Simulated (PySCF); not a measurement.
## Löwdin shares of the frontier orbitals

C₆H₇F₃.
Numbering: `[CH2:1]=[CH:2]/[CH:3]=[CH:4]\[CH2:5][C:6]([F:7])([F:8])[F:9]` (hydrogens: H10, H11 on C1; H12 on C2; H13 on C3; H14 on C4; H15, H16 on C5)

Structure used (GFN2-xTB), in Å, numbered top down from 1:
```
atom  x, y, z in Å
C1     2.9833    0.3650   -0.4651
C2     1.7172    0.4001   -0.0616
C3     0.9753   -0.7933    0.2791
C4    -0.2810   -0.8657    0.7192
C5    -1.2130    0.2864    0.9520
C6    -2.4246    0.1732    0.0438
F7    -3.2790    1.1963    0.2214
F8    -3.1283   -0.9480    0.2591
F9    -2.0966    0.1764   -1.2557
H10    3.5209   -0.5647   -0.5537
H11    3.5256    1.2588   -0.7200
H12    1.2103    1.3514    0.0134
H13    1.5249   -1.7182    0.1622
H14   -0.7157   -1.8336    0.9285
H15   -0.7436    1.2488    0.7526
H16   -1.5834    0.2760    1.9810
```

Computed, not measured: TDDFT CAM-B3LYP/def2-SVPD, vertical, gas phase, core orbitals frozen in the response in PySCF.

Kohn–Sham orbitals with the atoms that hold most of them (Löwdin shares over 4%, at most four atoms; ? is withheld):

| orbital | ε (eV) | atoms |
| --- | --- | --- |
| LUMO+2 | 1.65 | H13 17%, C3 12%, H10 10%, H12 10% |
| LUMO+1 | 1.36 | C5 12%, C6 10%, H16 9%, C4 9% |
| LUMO | ? | C1 25%, C4 22%, C2 17%, C3 15% |
| HOMO | -8.30 | ? |
| HOMO-1 | -11.06 | ? |
| HOMO-2 | -11.39 | C2 18%, C3 17%, C4 12%, C5 9% |
| HOMO-3 | -12.42 | C5 19%, C3 13%, F7 12%, C4 12% |

Question: Which atoms hold the HOMO-1, and with what shares?

Answer: C2 (bonded to 2 C and H) 28%; C3 (bonded to 2 C and H) 25%; C1 (bonded to C and 2 H) 17%; C4 (bonded to 2 C and H) 13%.

Question: Give the leading atoms of the HOMO.

Answer: C4 (bonded to 2 C and H) 24%; C1 (bonded to C and 2 H) 24%; C3 (bonded to 2 C and H) 19%; C2 (bonded to 2 C and H) 18%.

Question: What is the LUMO energy, and the HOMO–LUMO gap?

Answer: ε(LUMO) = -0.09 eV; the gap is 8.21 eV (0.3018 hartree).

Question: The HOMO–LUMO gap is 8.21 eV. Where does the response calculation put the lowest singlet, and from which orbitals?

Answer: S1 is at 5.86 eV (f = 0.784), 2.35 eV below the gap, made of HOMO→LUMO (98%). 

Question: One configuration dominates each of S1, S4 and S7. Which, and how do the shares of the two leading atoms of either orbital change from the occupied to the empty one?

Answer: 
- S1 (5.86 eV, f 0.784), HOMO→LUMO (98%): C4 24% → 22%, C1 24% → 25%
- S4 (7.32 eV, f 0.0008), HOMO-2→LUMO (96%): C2 18% → 17%, C3 17% → 15%, C1 at most 10% → 25%, C4 12% → 22%
- S7 (8.10 eV, f 0.0015), HOMO-1→LUMO (78%): C2 28% → 17%, C3 25% → 15%, C1 17% → 25%, C4 13% → 22%

The run took 81 s wall, 50 s CPU on an x86-64 server with one thread, on a shared host.

One conformer stands for the species.
